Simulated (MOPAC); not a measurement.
MOPAC input (AM1):

```
AM1 PRECISE GNORM=0.05 LET XYZ UHF MS=0.5 GEO-OK AUX(PRECISION=9) THREADS=1
C4H9O2

C     0.12026251 1   -1.86660365 1   -0.24068930 1
C    -0.24383394 1   -0.44652703 1   -0.03073980 1
O     0.86067522 1    0.30643938 1    0.49835078 1
C     1.01532803 1    0.20386912 1    1.89865822 1
O    -0.58768795 1    0.10541032 1   -1.25763867 1
C    -1.09991473 1    1.42722792 1   -1.17890027 1
H     0.08394055 1   -2.56965841 1    0.57797369 1
H     0.57510914 1   -2.15559629 1   -1.17670378 1
H    -1.07790458 1   -0.34562818 1    0.68686364 1
H     1.30728189 1   -0.80540919 1    2.20920667 1
H     0.09188384 1    0.47899737 1    2.42451049 1
H     1.80468802 1    0.89788059 1    2.18243684 1
H    -1.96986888 1    1.46822299 1   -0.51201636 1
H    -1.40818667 1    1.70196452 1   -2.18553020 1
H    -0.34189259 1    2.12663083 1   -0.82241116 1
```

From the output:

```
                                                       MOPAC v23.2.5 Linux

          FINAL HEAT OF FORMATION =        -66.89953 KCAL/MOL =    -279.90764 KJ/MOL

          COSMO AREA              =        135.44 SQUARE ANGSTROMS
          COSMO VOLUME            =        124.44 CUBIC ANGSTROMS

          GRADIENT NORM           =          0.03497          =       0.00903 PER ATOM
          IONIZATION POTENTIAL    =          9.760232 EV
          ALPHA SOMO LUMO (EV)    =         -9.760  2.693
          BETA  SOMO LUMO (EV)    =        -10.729  0.839
          NO. OF ALPHA ELECTRONS  =         19
          NO. OF BETA  ELECTRONS  =         18
          MOLECULAR WEIGHT        =         89.1139         POINT GROUP:  C1

          MOLECULAR DIMENSIONS (Angstroms)

            Atom       Atom       Distance
            H    14    H    10     5.66599
            H     8    H    12     4.71162
            H     7    H    13     2.25452

          SCF CALCULATIONS        =        112

   ATOM   CHEMICAL          X               Y               Z
  NUMBER   SYMBOL      (ANGSTROMS)     (ANGSTROMS)     (ANGSTROMS)

     1       C          0.14558552  *  -1.88215285  *  -0.24158314  *
     2       C         -0.25190869  *  -0.47823171  *  -0.01258307  *
     3       O          0.80616507  *   0.32665006  *   0.50582316  *
     4       C          0.96933812  *   0.21466990  *   1.90764376  *
     5       O         -0.51391768  *   0.13149563  *  -1.26366882  *
     6       C         -1.06499449  *   1.43666001  *  -1.16524772  *
     7       H          0.91538455  *  -2.32863764  *   0.38534108  *
     8       H         -0.26623600  *  -2.42330832  *  -1.09192840  *
     9       H         -1.15608993  *  -0.42891681  *   0.66571221  *
    10       H          1.20548758  *  -0.83941548  *   2.19600729  *
    11       H          0.04821731  *   0.55766422  *   2.44180705  *
    12       H          1.83205403  *   0.88714877  *   2.14268453  *
    13       H         -2.04756001  *   1.40513429  *  -0.63240745  *
    14       H         -1.20283294  *   1.75243340  *  -2.22956756  *
    15       H         -0.36143937  *   2.12412716  *  -0.63680647  *

                             CARTESIAN COORDINATES

   1    C        0.145585520    -1.882152854    -0.241583136
   2    C       -0.251908690    -0.478231713    -0.012583068
   3    O        0.806165067     0.326650061     0.505823160
   4    C        0.969338123     0.214669903     1.907643760
   5    O       -0.513917683     0.131495630    -1.263668821
   6    C       -1.064994491     1.436660011    -1.165247721
   7    H        0.915384549    -2.328637636     0.385341078
   8    H       -0.266235999    -2.423308316    -1.091928400
   9    H       -1.156089926    -0.428916812     0.665712213
  10    H        1.205487577    -0.839415481     2.196007285
  11    H        0.048217313     0.557664224     2.441807049
  12    H        1.832054031     0.887148766     2.142684527
  13    H       -2.047560007     1.405134286    -0.632407451
  14    H       -1.202832943     1.752433398    -2.229567555
  15    H       -0.361439370     2.124127164    -0.636806466

           Empirical Formula: C4 H9 O2  =    15 atoms

      MOLECULAR POINT GROUP   :   C1

          ALPHA EIGENVALUES
 -40.08789 -37.21379 -31.23385 -27.44867 -26.81199 -22.90200 -18.35586 -17.88124
 -16.77003 -15.39712 -14.90249 -14.79594 -13.88887 -13.15795 -12.70358 -12.23147
 -10.92357 -10.82136  -9.76023   2.69330   3.10632   3.53505   3.90185   4.04968
   4.19317   4.32030   4.37727   4.48502   4.54591   4.63859   4.88636   5.97526
   6.43835

           BETA EIGENVALUES
 -40.00348 -37.17091 -30.49642 -27.29109 -26.59566 -22.37755 -18.30766 -17.78497
 -16.63816 -15.38307 -14.88354 -14.72122 -13.63750 -13.02865 -12.61563 -12.17902
 -10.86859 -10.72905   0.83940   2.93414   3.12694   3.72444   4.05243   4.10900
   4.24780   4.37116   4.45354   4.64778   4.67798   5.03218   5.20360   6.03066
   6.44682

              NET ATOMIC CHARGES AND DIPOLE CONTRIBUTIONS

  ATOM NO.   TYPE          CHARGE      No. of ELECS.   s-Pop       p-Pop
    1          C          -0.263121        4.2631     1.29411     2.96901
    2          C           0.168646        3.8314     1.22038     2.61098
    3          O          -0.296728        6.2967     1.87967     4.41706
    4          C          -0.068409        4.0684     1.23932     2.82909
    5          O          -0.264195        6.2642     1.87844     4.38575
    6          C          -0.070454        4.0705     1.24119     2.82926
    7          H           0.127219        0.8728     0.87278
    8          H           0.137048        0.8630     0.86295
    9          H           0.079274        0.9207     0.92073
   10          H           0.060469        0.9395     0.93953
   11          H           0.056531        0.9435     0.94347
   12          H           0.102049        0.8980     0.89795
   13          H           0.052698        0.9473     0.94730
   14          H           0.098968        0.9010     0.90103
   15          H           0.080006        0.9200     0.91999
 DIPOLE           X         Y         Z       TOTAL
 POINT-CHG.    -0.867    -0.032     1.602     1.822
 HYBRID        -0.178    -0.035     0.443     0.479
 SUM           -1.045    -0.067     2.045     2.297

          ATOMIC ORBITAL ELECTRON POPULATIONS

     Atom    s        px        py        pz
    1  C   1.29411   1.00569   0.94494   1.01838
    2  C   1.22038   0.88221   0.88079   0.84799
    3  O   1.87967   1.54755   1.65786   1.21165
    4  C   1.23932   1.00652   1.00569   0.81689
    5  O   1.87844   1.82166   1.29900   1.26510
    6  C   1.24119   0.96265   0.84620   1.02041
    7  H   0.87278
    8  H   0.86295
    9  H   0.92073
   10  H   0.93953
   11  H   0.94347
   12  H   0.89795
   13  H   0.94730
   14  H   0.90103
   15  H   0.91999

                    (SZ)    =    0.500000
                    (S**2)  =    0.761462

          ATOMIC ORBITAL SPIN POPULATIONS

    Atom   Total    s     px     py     pz
         Atomic
    1  C  1.1309  0.065  0.544  0.133  0.389
    2  C -0.0830 -0.010 -0.020 -0.037 -0.015
    3  O  0.0134 -0.000  0.006  0.006  0.001
    4  C -0.0020 -0.000 -0.000 -0.000 -0.001
    5  O  0.0198  0.000  0.000  0.001  0.018
    6  C -0.0027 -0.000 -0.000 -0.002 -0.001
    7  H -0.0565 -0.057
    8  H -0.0567 -0.057
    9  H  0.0344  0.034
   10  H  0.0001  0.000
   11  H -0.0000 -0.000
   12  H  0.0011  0.001
   13  H  0.0000  0.000
   14  H  0.0011  0.001
   15  H  0.0002  0.000

 **********************
 *                    *
 * JOB ENDED NORMALLY *
 *                    *
 **********************
```

The geometry given is a B3LYP-D3(BJ)/def2-TZVP minimum.
